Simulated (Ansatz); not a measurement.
The inner images of a band of ClH6NSi2 + H3N (14 atoms, charge 0, multiplicity 1) are given out of order.

All numbers below come from Ansatz 0.2.0, RHF/6-31G*.

First end point:

```xyz
14
Properties=species:S:1:pos:R:3
Si -0.181 0.368 -0.043
Cl -0.204 0.898 2.002
Si 2.043 0.251 -0.772
H 2.238 -0.907 -1.666
H 2.324 1.475 -1.564
H 3.008 0.214 0.340
N -1.015 1.513 -1.012
H -2.008 1.605 -0.948
H -0.590 2.384 -1.250
H -0.955 -0.877 -0.096
N 1.465 -2.263 1.196
H 0.912 -3.069 0.972
H 2.418 -2.567 1.264
H 1.186 -1.954 2.109
```

Last end point:

```xyz
14
Properties=species:S:1:pos:R:3
Si 0.261 -0.494 -0.624
Cl 0.925 0.266 3.457
Si 2.416 0.302 -1.139
H 3.362 -0.827 -1.310
H 2.379 1.064 -2.407
H 2.941 1.185 -0.075
N -0.890 0.715 -0.239
H -1.683 0.900 -0.813
H -0.776 1.384 0.492
H -0.306 -1.182 -1.807
N 0.442 -1.547 0.769
H -0.391 -2.023 1.065
H 1.201 -2.202 0.754
H 0.761 -0.470 2.409
```

Put them in order from the first end to the last, with their energies above the first end.
A.
```xyz
14
Properties=species:S:1:pos:R:3
Si 0.288 -0.471 -0.619
Cl 0.569 0.287 3.445
Si 2.448 0.258 -1.193
H 3.375 -0.895 -1.273
H 2.416 0.919 -2.515
H 2.984 1.211 -0.199
N -0.755 0.850 -0.280
H -1.725 0.819 -0.509
H -0.570 1.500 0.455
H -0.351 -1.177 -1.751
N 0.467 -1.540 0.773
H -0.337 -2.091 1.013
H 1.274 -2.134 0.789
H 0.561 -0.465 2.395
```
B.
```xyz
14
Properties=species:S:1:pos:R:3
Si 0.305 -0.213 -0.350
Cl 1.384 0.778 2.136
Si 2.491 0.275 -1.024
H 3.335 -0.871 -0.617
H 2.485 0.305 -2.508
H 3.028 1.540 -0.519
N -0.918 0.905 -0.010
H -1.754 0.953 -0.551
H -0.793 1.641 0.651
H -0.321 -1.061 -1.403
N 0.338 -1.626 0.975
H -0.068 -2.493 0.663
H 1.279 -1.783 1.303
H -0.150 -1.280 1.787
```
C.
```xyz
14
Properties=species:S:1:pos:R:3
Si -0.058 0.427 -0.096
Cl 0.025 0.696 1.995
Si 2.134 0.449 -0.944
H 2.793 -0.864 -0.859
H 2.092 0.868 -2.363
H 2.936 1.444 -0.199
N -0.946 1.684 -0.857
H -1.938 1.738 -0.745
H -0.554 2.594 -0.980
H -0.827 -0.805 -0.288
N 1.225 -2.605 1.264
H 0.882 -3.502 0.977
H 2.176 -2.728 1.556
H 0.701 -2.324 2.071
```
D.
```xyz
14
Properties=species:S:1:pos:R:3
Si 0.306 -0.418 -0.565
Cl 0.444 0.319 3.192
Si 2.476 0.217 -1.204
H 3.323 -0.993 -1.304
H 2.408 0.861 -2.530
H 3.078 1.144 -0.229
N -0.727 0.914 -0.293
H -1.713 0.822 -0.428
H -0.528 1.568 0.438
H -0.344 -1.267 -1.580
N 0.462 -1.431 0.937
H -0.308 -2.061 1.085
H 1.307 -1.974 1.002
H 0.460 -0.629 2.011
```
E.
```xyz
14
Properties=species:S:1:pos:R:3
Si 0.248 0.263 -0.137
Cl 0.688 0.681 1.913
Si 2.390 0.385 -1.095
H 3.202 -0.778 -0.679
H 2.329 0.397 -2.573
H 3.073 1.608 -0.625
N -0.892 1.502 -0.491
H -1.810 1.198 -0.742
H -0.925 2.318 0.081
H -0.490 -0.922 -0.589
N 0.719 -2.206 1.183
H 0.388 -3.058 0.774
H 1.623 -2.363 1.581
H 0.101 -1.955 1.931
```

C (+2.3 kcal/mol), E (+12.5 kcal/mol), B (+14.9 kcal/mol), D (+20.5 kcal/mol), A (+15.2 kcal/mol).

Run time: 7.1 min on 2 threads of Intel(R) Xeon(R) 6975P-C (Granite Rapids), with other jobs on the host, peak memory 0.26 GiB.
